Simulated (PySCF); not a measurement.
Species: C4H8O2Si.
SMILES with atom numbers: `[O:1]=[C:2]1[O:3][CH2:4][C@H:5]1[CH2:6][SiH3:7]` (hydrogens: H8, H9 on C4; H10 on C5; H11, H12 on C6; H13, H14, H15 on Si7)

Geometry (PBE0-D3(BJ)/def2-SVP, Å), atoms numbered from 1 in this order:
```xyz
15
C4H8O2Si angstrom
O      0.8301    1.5913   -1.3328
C      1.1633    0.8123   -0.5017
O      2.3796    0.6763    0.0863
C      1.8912   -0.3468    0.9843
C      0.5135   -0.3060    0.3064
C     -0.7316    0.0303    1.1046
Si    -2.2616    0.4541    0.0627
H      2.4715   -1.2750    0.8858
H      1.9078    0.0077    2.0258
H      0.3447   -1.1827   -0.3413
H     -1.0044   -0.8277    1.7424
H     -0.5350    0.8757    1.7866
H     -2.4796   -0.6235   -0.9515
H     -3.4448    0.5024    0.9754
H     -2.1208    1.7659   -0.6280
```

Computed, not measured: core-valence-separated Tamm–Dancoff BHandHLYP/aug-pcX-1 (pcseg-1 on H, def2-SVPD on Si) in PySCF, non-relativistic, gas phase, PBE0-D3(BJ)/def2-SVP geometry. Absolute energies from this functional tend to lie a few eV below measured edges; no shift was applied.

The lowest roots of each edge with f over 0.003 (five at most, numbered afresh; weaker and dark ones are left out), with transition dipoles (au) in the frame of the coordinates:

| root | edge | E (eV) | f | μx | μy | μz |
| --- | --- | --- | --- | --- | --- | --- |
| 1 | C | 285.13 | 0.0856 | -0.0290 | 0.0725 | 0.0785 |
| 2 | C | 285.50 | 0.0084 | 0.0124 | 0.0083 | -0.0312 |
| 3 | C | 285.93 | 0.0112 | 0.0014 | -0.0268 | -0.0295 |
| 4 | C | 286.12 | 0.0327 | 0.0069 | 0.0664 | 0.0145 |
| 5 | C | 286.46 | 0.0168 | 0.0265 | 0.0076 | -0.0404 |
| 6 | O | 529.73 | 0.0457 | -0.0160 | 0.0384 | 0.0423 |
| 7 | O | 532.90 | 0.0225 | 0.0103 | -0.0291 | -0.0278 |
| 8 | O | 533.81 | 0.0404 | 0.0018 | 0.0376 | -0.0409 |
| 9 | O | 534.33 | 0.0075 | 0.0208 | 0.0116 | 0.0020 |

Question: Molecules are fixed in this frame and the field points along x. What effective strengths 3 f cos²θ do the roots have (θ between field and μ)?

Answer: root 1 (C2): 0.018, root 2 (C6): 0.003, root 3 (C5): 0.000, root 4 (C6): 0.001, root 5 (C6): 0.015, root 6 (O1): 0.010, root 7 (O3): 0.004, root 8 (O3): 0.000, root 9 (O1): 0.017. Averaged over all orientations cos²θ is 1/3, which gives f back.

One conformer stands for the species.
